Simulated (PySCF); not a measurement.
First SCF of a structure search on triplet CuOF, at a hand-made linear geometry. PySCF input:

```python
from pyscf import gto, scf, dft
mol = gto.M(atom='''
Cu     0.000000     0.000000     0.000000
O      0.000000     0.000000    -1.720000
F      0.000000     0.000000     1.760000''',
    basis={'Cu': 'def2-TZVP', 'O': 'def2-TZVP', 'F': 'def2-TZVP'},
    charge=0, spin=2)
mf = dft.UKS(mol, xc='PBE0')
mf.grids.atom_grid = (50, 194)
aux = {'Cu': 'def2-universal-JKFIT', 'O': 'def2-universal-JKFIT', 'F': 'def2-universal-JKFIT'}
mf = mf.density_fit(auxbasis=aux)
mf.conv_tol = 1e-08
mf.diis_space = 10
mf.max_cycle = 60
mf.init_guess = 'minao'
mf.verbose = 4
mf.kernel()
```

Excerpt of the output (cycles alone):

```
init E= -1814.68737396144
cycle= 1 E= -1811.33369657915  delta_E= 3.35  |g|= 4.11  |ddm|= 1.45
cycle= 2 E= -1796.71540565159  delta_E= 14.6  |g|= 8.14  |ddm|= 6.27
cycle= 3 E= -1812.55764215676  delta_E= -15.8  |g|= 2.83  |ddm|= 5.64
cycle= 4 E= -1806.57711388213  delta_E= 5.98  |g|= 3.15  |ddm|= 3.38
cycle= 5 E= -1815.11236221256  delta_E= -8.54  |g|= 0.384  |ddm|= 3.17
cycle= 6 E= -1815.10245120995  delta_E= 0.00991  |g|= 0.431  |ddm|= 0.276
cycle= 7 E= -1815.13822590936  delta_E= -0.0358  |g|= 0.296  |ddm|= 0.108
cycle= 8 E= -1815.16527988861  delta_E= -0.0271  |g|= 0.129  |ddm|= 0.173
cycle= 9 E= -1815.16288728296  delta_E= 0.00239  |g|= 0.192  |ddm|= 0.136
cycle= 10 E= -1815.17071881097  delta_E= -0.00783  |g|= 0.0843  |ddm|= 0.0512
cycle= 11 E= -1815.17225971174  delta_E= -0.00154  |g|= 0.0133  |ddm|= 0.0338
cycle= 12 E= -1815.17231312597  delta_E= -5.34e-05  |g|= 0.00185  |ddm|= 0.00811
cycle= 13 E= -1815.17231421632  delta_E= -1.09e-06  |g|= 0.000189  |ddm|= 0.00104
cycle= 14 E= -1815.17231422954  delta_E= -1.32e-08  |g|= 4.97e-05  |ddm|= 0.000145
cycle= 15 E= -1815.17231423079  delta_E= -1.25e-09  |g|= 1.28e-05  |ddm|= 4.89e-05
Extra cycle  E= -1815.17231423001  delta_E= 7.74e-10  |g|= 5.78e-05  |ddm|= 2.82e-05
converged SCF energy = -1815.17231423001  <S^2> = 2.0204955  2S+1 = 3.0136327
```

No lower solution of this spin was found from smeared starts or by a stability analysis within the unrestricted form.

Open d and f shells are described by one determinant, and the ground state may have another occupation or spin.

The search for the lowest solution, 3 starts and the stability check together, took 15 s on 4 threads of a shared Intel Xeon Platinum 8259CL @ 2.50GHz (Skylake/Cascade Lake) host, with 107 basis functions; the process peaked at 0.42 GiB. Launch command: `OMP_NUM_THREADS=4 python axn.py task.json out`.
